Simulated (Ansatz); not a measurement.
`C=C[SiH2]N` + HBr → `C=C[SiH2]Br` + NH₃ at 700 K and 1 bar (ligand exchange at the Si–N bond).

Gas-phase electronic energies from Ansatz, PBE0-D4/def2-TZVP geometries. CBS: MP2 limit from def2 TZ/QZ plus the TZ coupled-cluster correction, frozen cores. This one scheme is used for every species. For Br outer-core shells are correlated without core-valence functions, which leaves a few kJ/mol of doubt a bond. Scalar relativity is left out up to krypton. Each species was taken in one conformer, which may not be the lowest.

| species | CCSD(T)/CBS energy (Eh) | H − E (kJ/mol) | S (J/(mol·K)) |
| --- | --- | --- | --- |
| `C=C[SiH2]N` | -424.10479 | 299.3 | 439.7 |
| HBr | -2573.91920 | 36.5 | 223.7 |
| `C=C[SiH2]Br` | -2941.53535 | 225.4 | 430.2 |
| NH₃ | -56.50880 | 116.9 | 226.5 |

H − E and S are ideal-gas, rigid-rotor, harmonic terms from PBE0-D4/def2-TZVP, for one conformer and one mirror image of each species. 1 Eh = 2625.50 kJ/mol, R = 8.31446 J/(mol·K).

Q: By hand: ΔE, ΔH, ΔS and ΔG.

A: ΔE = (-2941.53535) + (-56.50880) − (-424.10479) − (-2573.91920) = -0.02016 Eh = -52.9 kJ/mol. Δ(H − E) = 225.4 + 116.9 − 299.3 − 36.5 = 6.5, so ΔH = -46.4 kJ/mol. ΔS = 430.2 + 226.5 − 439.7 − 223.7 = -6.7 J/(mol·K). ΔG = -46.4 − 700 × (-6.7)/1000 = -41.7 kJ/mol.

Q: By hand: the equilibrium constant, and the temperature at which ΔG would vanish if ΔH and ΔS stayed fixed.

A: log₁₀ K = −ΔG/(RT ln 10) = 3.1. ΔG = 0 at ΔH/ΔS = 6925 K, far beyond where these terms or the molecules hold.

The number of gas molecules stays the same, so ΔS is small and ΔH decides. A doubt of 5 kJ/mol in ΔE shifts log₁₀ K by 0.4 here. Other conformers and mirror images would add mixing entropy, several J/(mol·K) or more a flexible species. These are equilibria of isolated gas molecules and say nothing of rates. Largest T1 diagnostic: 0.011 (customary marks: 0.02 for closed shells, 0.045 for open ones).
